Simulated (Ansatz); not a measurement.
Reaction (redistribution): `CB[SiH2]C` + `C[SiH2][SnH3]` → `CB[SiH3]` + `C[SiH](C)[SnH3]`

Isolated molecules relaxed with PBE0-D4/def2-TZVP in Ansatz; ΔE leaves out vibrations. CCSD(T)/CBS is the MP2 limit (def2-TZVPP, def2-QZVPP) plus CCSD(T) − MP2 in def2-TZVPP, frozen cores. DFT in def2-TZVPP. def2 core potentials past Kr. For Sn outer-core shells are correlated without core-valence functions, which leaves a few kJ/mol of doubt a bond. Each species was taken in one conformer, which may not be the lowest.

`CB[SiH2]C`:

```xyz
13

C     0.929    1.164    1.328
B     1.322    0.396    0.037
Si    0.048   -0.702   -1.079
C    -1.728   -0.723   -0.465
H     1.520    2.064    1.518
H    -0.133    1.376    1.463
H     1.210    0.461    2.134
H     2.477    0.407   -0.295
H     0.562   -2.104   -1.164
H     0.083   -0.162   -2.474
H    -2.138    0.289   -0.430
H    -2.366   -1.323   -1.117
H    -1.787   -1.143    0.543
```

`C[SiH2][SnH3]`:

Cartesian coordinates in Å:
```
C 0.974 1.090 1.083
Si -0.630 0.670 0.205
Sn -0.422 -1.498 -1.145
H 0.869 2.016 1.653
H 1.787 1.221 0.365
H 1.258 0.294 1.775
H -1.015 1.771 -0.721
H -1.733 0.510 1.193
H -0.011 -2.815 -0.133
H 0.803 -1.367 -2.332
H -1.879 -1.893 -1.945
```

`CB[SiH3]`:

Z-matrix (Å, degrees):
```
C
B 1 1.550
H 1 1.092 2 114.9
H 1 1.106 2 102.7 3 113.8
H 1 1.091 2 116.1 3 -131.0
Si 2 2.018 1 124.4 3 151.8
H 2 1.201 1 118.6 3 -30.5
H 6 1.494 2 107.9 1 -112.4
H 6 1.491 2 111.7 1 130.1
H 6 1.491 2 114.0 1 7.1
```

`C[SiH](C)[SnH3]`:

```xyz
14

C    -0.268   -0.273    1.873
Si    0.570   -0.112    0.202
C     0.864    1.690   -0.232
Sn   -0.855   -1.236   -1.612
H    -0.418   -1.321    2.141
H     0.341    0.192    2.653
H    -1.245    0.218    1.868
H     1.882   -0.824    0.244
H    -0.080    2.235   -0.295
H     1.375    1.786   -1.192
H     1.483    2.170    0.531
H    -0.135   -1.121   -3.161
H    -2.402   -0.507   -1.726
H    -1.111   -2.898   -1.294
```

```csv
level,ΔE (eV)
ωB97M-V,-0.04
B2PLYP,-0.03
```

(1) What does CCSD(T)/CBS give? (Best estimate.)

Largest T1 diagnostic among the species: 0.012.

Answers

(1) The calculation gave: -0.04 eV. The listed levels differ from it by 0.00, 0.01 eV.
